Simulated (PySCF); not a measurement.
siletan-3-ol (C₃H₈OSi), SMILES OC1C[SiH2]C1. Atoms are numbered in the order given.

```xyz
13

O     -1.9898     0.8305     0.0667
C     -0.7624     0.2513     0.4589
C      0.4424     1.1114     0.0080
Si     1.4103    -0.5136    -0.1775
C     -0.3937    -1.1147    -0.1991
H     -2.7022     0.2488     0.3740
H     -0.7214     0.1325     1.5615
H      0.7336     1.9331     0.6765
H      0.2176     1.5248    -0.9904
H      2.1818    -0.9185     1.0301
H      2.2567    -0.7212    -1.3843
H     -0.7676    -1.1184    -1.2377
H     -0.7414    -2.0230     0.3145
```
Charge 0, spin multiplicity 1.

Geometry: TPSSh-D3(BJ)/def2-SVP. One conformer was computed; it need not be the lowest.

The numbers are results of KT2/pcSseg-1 (PySCF), not measurements.

GIAO shieldings, no solvent; atoms listed in one row are averaged. δ = σ(ref) − σ: ¹⁷O against H2O (σ = 330.4 ppm); ¹³C against TMS (σ = 185.1 ppm); ²⁹Si against TMS (σ = 361.9 ppm); ¹H against TMS (σ = 31.47 ppm), references at their B3LYP-D3(BJ)/def2-TZVP geometries, non-relativistic.

```json
[
 {"nucleus": "¹⁷O", "atoms": "O1", "count": "1", "δ (ppm)": "110.7"},
 {"nucleus": "¹³C", "atoms": "C2", "count": "1", "δ (ppm)": "76.6"},
 {"nucleus": "¹³C", "atoms": "C5", "count": "1", "δ (ppm)": "27.6"},
 {"nucleus": "¹³C", "atoms": "C3", "count": "1", "δ (ppm)": "25.0"},
 {"nucleus": "²⁹Si", "atoms": "Si4", "count": "1", "δ (ppm)": "-60.7"},
 {"nucleus": "¹H", "atoms": "H7", "count": "1", "δ (ppm)": "4.97"},
 {"nucleus": "¹H", "atoms": "H11", "count": "1", "δ (ppm)": "4.73"},
 {"nucleus": "¹H", "atoms": "H10", "count": "1", "δ (ppm)": "4.51"},
 {"nucleus": "¹H", "atoms": "H8", "count": "1", "δ (ppm)": "2.04"},
 {"nucleus": "¹H", "atoms": "H9, H13", "count": "2", "δ (ppm)": "1.88"},
 {"nucleus": "¹H", "atoms": "H12", "count": "1", "δ (ppm)": "1.65"},
 {"nucleus": "¹H", "atoms": "H6", "count": "1", "δ (ppm)": "1.10"}
]
```
